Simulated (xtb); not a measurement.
CH₈ClNSi₂, SMILES N[Si@@](C)(Cl)[SiH3]. All values are semi-empirical tight-binding results from xtb (GFN2-xTB unless named), good for trends rather than for accurate numbers. Coordinates come from a GFN2-xTB optimisation. The structure was generated by enumeration; whether it is a known compound was not checked. Other conformers were not sampled.

Optimised geometry:

```xyz
13

C     -1.2008    -1.3658     1.1040
Si    -0.2454     0.0324     0.2361
N     -0.7986     1.4865     0.9849
Si     2.0586    -0.0382     0.4136
Cl    -0.8271    -0.0574    -1.7506
H     -1.0020    -1.3657     2.1709
H     -0.9116    -2.3373     0.7137
H     -2.2745    -1.2670     0.9659
H     -0.3817     2.3692     0.7373
H     -1.7818     1.6153     1.1691
H      2.7108     1.1241    -0.1997
H      2.4807    -0.0681     1.8162
H      2.6312    -1.2252    -0.2273
```
Charge 0, spin multiplicity 1.

The orbital gap is 4.55 eV. The dipole moment is 2.01 D and the zero-point energy is 55.0 kcal/mol. The G − E(el) at 298.15 K (modified RRHO) is 32.7 kcal/mol. The static polarisability (D4 model) is 92.9 bohr³ and the solvation energy, GFN2-xTB/ALPB(water) comes out as -4.1 kcal/mol. The solvation energy, GFN2-xTB/ALPB(dmf) is -7.7 kcal/mol.

Q: Give the atomic charges and the Wiberg bond orders between heavy atoms. (An estimate is asked for; the answer gives what the named calculation found.)

A: charges (e) C1 -0.20, Si2 0.47, N3 -0.41, Si4 0.38, Cl5 -0.33, H6 0.03, H7 0.03, H8 0.04, H9 0.15, H10 0.16, H11 -0.10, H12 -0.11, H13 -0.11. Bond orders C1–Si2 0.89, Si2–N3 1.14, Si2–Si4 0.79, Si2–Cl5 0.97.
